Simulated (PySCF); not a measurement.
## Radial density of Pm²⁺ (promethium, charge +2)

r2SCAN, [Xe] 4f5, one real determinant. All numbers are calculated (PySCF 2.14, scalar relativity by spin-free X2C-1e, in x2c-TZVPPall (11s7p7d4f2g, 113 functions)).

| r (bohr) | 4πr²ρ (e/bohr) | 4πr²(ρα − ρβ) |
| --- | --- | --- |
| 0.0267 | 71.74 | 0.0038 |
| 0.0450 | 83.57 | 0.0071 |
| 0.0757 | 106.1 | -0.0016 |
| 0.127 | 78.83 | 0.0318 |
| 0.214 | 92.20 | 0.5550 |
| 0.360 | 38.61 | 2.6813 |
| 0.606 | 42.08 | 5.0056 |
| 1.02 | 14.52 | 3.5344 |
| 1.71 | 6.619 | 1.0023 |
| 2.88 | 0.7268 | 0.0614 |
| 4.85 | 0.003535 | 0.0008 |
| 8.15 | 2.793e-05 | 0.0000 |

Densities and radii are taken from the X2C orbitals without a picture-change correction, which distorts them close to the nucleus.

⟨L²⟩ = 24.01 against 30 for a pure H term, so this real determinant mixes terms. Spin-orbit coupling, absent here, splits the open shell strongly.
